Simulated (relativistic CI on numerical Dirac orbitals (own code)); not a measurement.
# Fe3+ in a cubic cluster: 2p photoemission with charge transfer

Computed with a charge-transfer multiplet model of a cubic metal-ligand cluster with up to one ligand hole, Slater and spin-orbit integrals from Dirac-Coulomb-Breit ions, Slater integrals scaled by 0.9. The parameters are those of a tetrahedral site (10Dq negative, t2 hopping the larger). The ground state mixes d5 with configurations of k ligand holes L, whose averages lie at kΔ + k(k − 1)U_dd/2; a core hole lowers each added d electron by U_cd. 20 K, Lorentzian 0.6 eV and Gaussian 0.8 eV FWHM.

Atomic integrals in eV (Slater integrals scaled, ζ unscaled), ground: F2dd 10.785, F4dd 6.742, zeta_d 0.056; with the core hole: F2dd 12.345, F4dd 7.761, zeta_d 0.083, zeta_core 8.126, F2cd 7.324, G1cd 5.613, G3cd 3.192.

Cluster parameters (eV): Δ = 3.4, U_dd = 6.4, U_cd = 7.7, 10Dq = -0.25, 10Dq(ligand) = 0, final-state hopping factor = 0.9.

```json
{"Case": "V(eg) = 0.65 eV, V(t2g) = -1.1 eV", "n_d": "5.09", "d5": "0.91", "d6L": "0.09", "S": "2.50"}
{"Case": "V(eg) = 1.25 eV, V(t2g) = -2.12 eV", "n_d": "5.20", "d5": "0.80", "d6L": "0.20", "S": "2.50"}
```

Weights, n_d and S are thermal averages at 20 K. Binding energies count from the first peak over 30 % of the highest in each spectrum, which can be another peak from case to case. The parameters are a model scan and need not match a compound or its usual spin state. Peaks in eV (height, largest 100):
- V(eg) = 0.65 eV, V(t2g) = -1.1 eV: 0.0 (100), 1.8 (88), 4.3 (71), 5.6 (46), 6.5 (44), 10.7 (20), 14.4 (47), 16.0 (42), 17.7 (31), 18.7 (29), 20.0 (34), 23.2 (5)
- V(eg) = 1.25 eV, V(t2g) = -2.12 eV: 0.0 (100), 1.3 (77), 6.1 (17), 7.6 (27), 8.7 (22), 14.3 (43), 15.8 (43), 18.9 (10), 22.0 (9), 23.5 (9)

Curve for V(eg) = 1.25 eV, V(t2g) = -2.12 eV (points under 2 left out, the grid thinned):

| E (eV) | Intensity |
| --- | --- |
| -3.4 | 2.1 |
| -2.7 | 3.1 |
| -2.1 | 4.9 |
| -1.4 | 11.0 |
| -0.8 | 35.7 |
| -0.1 | 99.2 |
| 0.5 | 72.2 |
| 1.2 | 77.0 |
| 1.8 | 65.0 |
| 2.5 | 53.5 |
| 3.1 | 32.9 |
| 3.8 | 21.6 |
| 4.5 | 17.2 |
| 5.1 | 13.7 |
| 5.8 | 16.1 |
| 6.4 | 16.8 |
| 7.1 | 22.1 |
| 7.7 | 26.2 |
| 8.4 | 21.6 |
| 9.0 | 21.2 |
| 9.7 | 15.2 |
| 10.3 | 12.4 |
| 11.0 | 8.0 |
| 11.7 | 7.6 |
| 12.3 | 9.8 |
| 13.0 | 13.5 |
| 13.6 | 25.4 |
| 14.3 | 42.9 |
| 14.9 | 37.3 |
| 15.6 | 40.7 |
| 16.2 | 38.0 |
| 16.9 | 21.5 |
| 17.5 | 13.1 |
| 18.2 | 8.9 |
| 18.9 | 9.9 |
| 19.5 | 8.3 |
| 20.2 | 6.1 |
| 20.8 | 6.4 |
| 21.5 | 7.8 |
| 22.1 | 9.0 |
| 22.8 | 7.8 |
| 23.4 | 9.2 |
| 24.1 | 6.1 |
| 24.7 | 3.1 |
| 25.4 | 2.1 |

For the case V(eg) = 0.65 eV, V(t2g) = -1.1 eV, Δ = 3.4 eV is smaller than U_dd = 6.4 eV, the charge-transfer side of the Zaanen-Sawatzky-Allen scheme. With the core hole the average of the configuration with one ligand hole lies at Δ − U_cd = -4.3 eV before mixing: it lies below the unscreened one, so the lowest final states are mostly screened and the unscreened weight appears at higher binding energy as a satellite.

With at most 1 ligand hole the space is cut while the next configuration still counts, so covalency is underestimated, and a final configuration with one more ligand hole, which can lie low, is missing from the spectra.
